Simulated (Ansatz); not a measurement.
Consider the ligand exchange at a W–Cl bond: `[NH]=[W](=[NH])([Cl])[Cl]` + H–F → `[NH]=[W](=[NH])([F])[Cl]` + HCl.

Isolated molecules relaxed with PBE0-D4/def2-TZVP in Ansatz; ΔE leaves out vibrations. CBS: MP2 limit from def2 TZ/QZ plus the TZ coupled-cluster correction, frozen cores. This one scheme is used for every species. Functionals use def2-TZVPP. def2 core potentials past Kr. For W outer-core shells are correlated without core-valence functions, which leaves a few kJ/mol of doubt a bond. Each species was taken in one conformer, which may not be the lowest.

Q: Is it downhill or uphill in electronic energy at CCSD(T)/CBS, and by how much? (Estimate.)

A: Computed: Uphill: ΔE = +0.17 eV.

Q: What do these levels give: PBE0-D4, r2SCANh-D4, ωB97M-V, PBE-QIDH, r2SCANh, CCSD/def2-SVP? (Best estimate.)

A: Computed: PBE0-D4 0.10, r2SCANh-D4 0.04, ωB97M-V 0.01, PBE-QIDH 0.18, r2SCANh 0.03, CCSD/def2-SVP -0.02 eV.

Largest T1 diagnostic among the species: 0.020.

The D4 term adds +0.07 eV with B3LYP and +0.04 eV with PBE0; it sums over pairs of atoms, weighted by their polarisabilities, and B3LYP, whose exchange is more repulsive, gets the larger term. At CCSD(T), def2-SVP lies −0.17 eV from the extrapolated value and def2-TZVPP −0.04 eV. From r2SCAN to r2SCAN0 (25 % exact exchange), in def2-TZVPP and without D4, ΔE moves by +0.06 eV.

B3LYP here is the variant with VWN-RPA as its local correlation; programs differ in this.
